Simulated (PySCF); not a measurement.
# SiF₄ + Cl₂ → SiCl₂ + 2 F₂

Level: PBE0 in the def2-TZVP basis family, all electrons, no relativity, computed in PySCF with density fitting; open shells unrestricted.

| species | state and structure | E (Eh) | ZPE (kJ/mol) | H(298 K) − H(0) (kJ/mol) | S° (J/(mol K)) |
| --- | --- | --- | --- | --- | --- |
| SiF₄ | singlet, Td, Si–F 1.562 Å (×4) | -688.83677 | 33.4 | 15.4 | 283.2 |
| Cl₂ | singlet, D∞h, Cl–Cl 1.982 Å | -920.08940 | 3.5 | 9.1 | 222.5 |
| SiCl₂ | singlet, C2v, Si–Cl 2.078 Å (×2); Cl–Si–Cl 101.4° | -1209.57210 | 7.4 | 12.5 | 281.6 |
| F₂ | singlet, D∞h, F–F 1.376 Å | -199.40856 | 6.6 | 8.7 | 201.9 |

Q: What is the electronic reaction energy?

A: At PBE0/def2-TZVP, ΔE = 1409.8 kJ/mol from the differences of the total energies times 2625.5, uphill. 

Q: Add zero-point, thermal and entropy terms for 298.15 K and 1 bar.

A: ΔZPE = -16.3 and Δ[H(298) − H(0)] = 5.4 kJ/mol give ΔH° = 1398.9 kJ/mol. ΔS° = 179.7 J/(mol K), so ΔG° = 1398.9 − 298.15 × (0.1797) = 1345 kJ/mol.

The structures come from searches over a few start shapes, so lower isomers are not excluded.
